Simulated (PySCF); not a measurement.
Constitutional and geometric isomers with formula C2H5N. Isolated molecules, 0 K electronic values unless said otherwise. One relaxed conformer stands for each flexible species; it need not be the lowest. Strings in code marks are SMILES.

The T1 excitation (TDA) from two functionals at the same geometries (PBE0-D3(BJ)/def2-TZVP), both in PySCF: PBE-D3(BJ)/def2-TZVP and PBE0-D3(BJ)/def2-TZVP. Excitations are Tamm–Dancoff values on a coarser integration grid. The basis has no diffuse functions, so Rydberg states are missing or too high.

```json
[
 {"species": "`N(=C)C`", "PBE-D3(BJ)/def2-TZVP (eV)": "3.99"},
 {"species": "`C/C=N/[H]`", "PBE-D3(BJ)/def2-TZVP (eV)": "4.42"},
 {"species": "`C=CN`", "PBE-D3(BJ)/def2-TZVP (eV)": "4.13"}
]
```

**Question.** What does PBE0-D3(BJ)/def2-TZVP give for each?

**Answer.** 
- `N(=C)C`: 4.12
- `C/C=N/[H]`: 4.58
- `C=CN`: 4.09
Over these rows, drawn at random from the members with no instability flagged (it was tested for open shells, ions and some series alone), PBE minus PBE0-D3(BJ): mean -0.08 eV, from -0.16 eV to +0.04 eV.
